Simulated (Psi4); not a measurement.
Here is a job for Psi4.
```
memory 2 GB

molecule mol {
1 2
  C    -0.000000   -0.000000   -1.079034
  S     0.000000    0.000000    0.404638
}

set basis cc-pvdz
set reference uks

energy('b97m-v')
print_variables()
```

What does this run give for the <S^2>, number of basis functions, nuclear repulsion energy, total energy?


```json
{
  "<S^2>": "0.801",
  "number_of_basis_functions": "32",
  "nuclear_repulsion_energy": "34.2401 Eh",
  "total_energy": "-435.700624 Ha"
}
```

These values belong to the state on which the SCF converged, which isn't shown to be the lowest.
